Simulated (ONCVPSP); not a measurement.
# mercury, ONCV: configuration errors across variants

- Element: mercury
- Generator: ONCVPSP 4.0.1
- Type: optimised norm-conserving Vanderbilt (ONCV)
- Functional: PBEsol
- Relativity: scalar-relativistic
- Frozen core: [Kr] 4d10
- Valence charge: 34
- Reference configuration: 4f14 5s2 5p6 5d10 6s1.75 6p0.25
- Partial waves: 5s+6s: rc 1.55 bohr, ncon 3, nbas 7, qcut 7.4 1/bohr, 2 projectors; 5p+6p: rc 1.65 bohr, ncon 4, nbas 8, qcut 7.3 1/bohr, 2 projectors; 5d: rc 1.95 bohr, ncon 3, nbas 8, qcut 9.4 1/bohr, 2 projectors, debl 1.3 Ha; 4f: rc 1.00 bohr, ncon 3, nbas 8, qcut 19.9 1/bohr, 2 projectors, debl 2.4 Ha
- Local potential: polynomial inside 0.85 bohr (lpopt 5, dvloc0 6 Ha)
- Core correction: polynomial model core, fcfact 0.4

In the f channel the program set the typed energies aside and used -3.549, 0.250 Ha.

All-electron excitation energies from the reference (eV): (1) 4f14 5s2 5p6 5d10 6s2 6p0 -1.482; (2) 4f14 5s2 5p6 5d10 6s1 6p0 9.258; (3) 4f14 5s2 5p6 5d10 6s0 6p2 11.229.

1 further variants failed, have other tests or too few solved ones, and are left out.

A true bound ghost makes a file unfit for plane-wave use even where its test errors are small: the radial tests pick states by their node count and pass the ghost by.

Errors AE − PS in meV (a dash: test not solved or not reliable):

```json
{"change": "base", "(1)": "+0.3", "(2)": "-4.0", "(3)": "-7.9", "bound ghosts": "none", "GHOST(+) flags above zero": "s, p"}
{"change": "p: rc 1.44", "(1)": "+0.4", "(2)": "-4.2", "(3)": "-8.2", "bound ghosts": "none", "GHOST(+) flags above zero": "s"}
{"change": "d: qcut 10.3", "(1)": "+0.3", "(2)": "-4.0", "(3)": "-7.8", "bound ghosts": "none", "GHOST(+) flags above zero": "s, p"}
```

Q: Give the same row for: local potential polynomial inside 0.85 bohr (lpopt 5, dvloc0 2.5 Ha).

A: +0.3, -4.2, -6.9; bound ghosts: s; GHOST(+) flags above zero: p.
